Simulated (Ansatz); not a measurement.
`[Cl][In]([Cl])[I]` + HBr → `[Cl][In]([Cl])[Br]` + HI at 400 K and 1 bar (ligand exchange at the In–I bond).

Computed with Ansatz on PBE0-D4/def2-TZVP structures; ΔE is electronic, products minus reactants. CBS: MP2 limit from def2 TZ/QZ plus the TZ coupled-cluster correction, frozen cores. def2 core potentials past Kr. For Br, I, In outer-core shells are correlated without core-valence functions, which leaves a few kJ/mol of doubt a bond. Scalar relativity is left out up to krypton.

| species | CCSD(T)/CBS energy (Eh) | H − E (kJ/mol) | S (J/(mol·K)) |
| --- | --- | --- | --- |
| `[Cl][In]([Cl])[I]` | -1406.96832 | 34.5 | 392.7 |
| HBr | -2573.91920 | 27.6 | 207.2 |
| `[Cl][In]([Cl])[Br]` | -3682.84497 | 34.6 | 384.6 |
| HI | -298.03592 | 25.7 | 215.0 |

H − E and S are ideal-gas, rigid-rotor, harmonic terms from PBE0-D4/def2-TZVP. 1 Eh = 2625.50 kJ/mol, R = 8.31446 J/(mol·K).

Task: By hand: ΔE, ΔH, ΔS and ΔG.

Result: ΔE = (-3682.84497) + (-298.03592) − (-1406.96832) − (-2573.91920) = 0.00663 Eh = 17.4 kJ/mol. Δ(H − E) = 34.6 + 25.7 − 34.5 − 27.6 = -1.8, so ΔH = 15.6 kJ/mol. ΔS = 384.6 + 215.0 − 392.7 − 207.2 = -0.3 J/(mol·K). ΔG = 15.6 − 400 × (-0.3)/1000 = 15.7 kJ/mol.

Task: By hand: the equilibrium constant, and the temperature at which ΔG would vanish if ΔH and ΔS stayed fixed.

Result: log₁₀ K = −ΔG/(RT ln 10) = -2.1. ΔH and −TΔS have one sign here, so there is no such temperature. One of them is within its doubt of zero, so this could turn.

The number of gas molecules stays the same, so ΔS is small and ΔH decides. A doubt of 5 kJ/mol in ΔE shifts log₁₀ K by 0.7 here. These are equilibria of isolated gas molecules and say nothing of rates. Largest T1 diagnostic: 0.011 (customary marks: 0.02 for closed shells, 0.045 for open ones).
